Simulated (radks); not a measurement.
All-electron atom: In3+ in [Kr] 4d10. All-electron calculation, scalar-relativistic Kohn-Sham, r2SCAN, spin-polarised, spherical densities, finite nucleus; meta-GGA in the generalised Kohn-Sham scheme; Fermi nuclear charge, rms radius 4.6156 fm. Program: a radial shooting solver on a logarithmic mesh with Libxc functionals.

Local quantities along the radius. ELF = 1/(1 + alpha^2) is the electron localisation function; alpha = (tau - tau_W)/tau_unif compares the Pauli kinetic energy density with that of the uniform gas (summed over spins); r v_xc is r times the local exchange-correlation potential of spin up (hartree bohr, multiplicative part alone). tau is taken from the large components.

r (bohr)	ELF	alpha	r v_xc
0.00116	0.999	0.02291	-0.1050
0.001329	0.999	0.02292	-0.1124
0.001511	0.999	0.02304	-0.1204
0.001731	0.999	0.02331	-0.1303
0.001967	0.999	0.02371	-0.1410
0.002236	0.999	0.02428	-0.1530
0.002562	0.999	0.02509	-0.1674
0.002911	0.999	0.02608	-0.1826
0.003309	0.999	0.02734	-0.1994
0.003791	0.999	0.02905	-0.2192
0.004309	0.999	0.03108	-0.2398
0.004936	0.999	0.03381	-0.2637
0.00561	0.999	0.03707	-0.2881
0.006377	0.998	0.04122	-0.3145
0.007306	0.998	0.04694	-0.3446
0.008303	0.997	0.05400	-0.3746
0.009437	0.996	0.06335	-0.4063
0.01081	0.994	0.07685	-0.4416
0.01229	0.991	0.09447	-0.4762
0.01408	0.986	0.1210	-0.5143
0.016	0.976	0.1573	-0.5515
0.01819	0.958	0.2102	-0.5901
0.02083	0.920	0.2949	-0.6304
0.02368	0.853	0.4148	-0.6587
0.02713	0.733	0.6030	-0.6542
0.03083	0.582	0.8469	-0.6044
0.03505	0.437	1.135	-0.5661
0.04015	0.339	1.397	-0.5974
0.04563	0.314	1.476	-0.6843
0.05186	0.356	1.345	-0.6981
0.05942	0.463	1.076	-0.7960
0.06753	0.590	0.8331	-0.9139
0.07737	0.699	0.6560	-0.9974
0.08794	0.752	0.5747	-1.044
0.09995	0.752	0.5744	-1.072
0.1145	0.685	0.6778	-1.085
0.1301	0.551	0.9024	-1.030
0.1479	0.396	1.235	-0.9660
0.1695	0.311	1.488	-0.9858
0.1926	0.348	1.368	-0.9943
0.2207	0.496	1.009	-1.247
0.2508	0.651	0.7320	-1.391
0.285	0.745	0.5847	-1.454
0.3266	0.769	0.5479	-1.424
0.3712	0.713	0.6346	-1.397
0.4252	0.519	0.9636	-1.169
0.4833	0.268	1.651	-0.9693
0.5493	0.177	2.157	-1.054
0.6293	0.297	1.537	-1.054
0.7153	0.567	0.8747	-1.349
0.8129	0.732	0.6049	-1.456
0.9314	0.774	0.5398	-1.438
1.059	0.749	0.5788	-1.420
1.213	0.671	0.7008	-1.341
1.378	0.550	0.9046	-1.189
1.567	0.397	1.232	-0.9649
1.795	0.237	1.796	-0.7678
2.04	0.123	2.674	-0.5649
2.318	0.054	4.194	-0.4879
2.656	0.018	7.303	-0.3874
3.019	0.005	13.56	-0.2893
3.459	0.001	29.74	-0.1926
3.931	0.000	71.86	-0.1171

On this mesh the ELF has minima near r = 0.046, 0.17, 0.55 bohr, which separate the shells, and maxima near 0.100 (0.75), 0.33 (0.77), 0.93 (0.77).
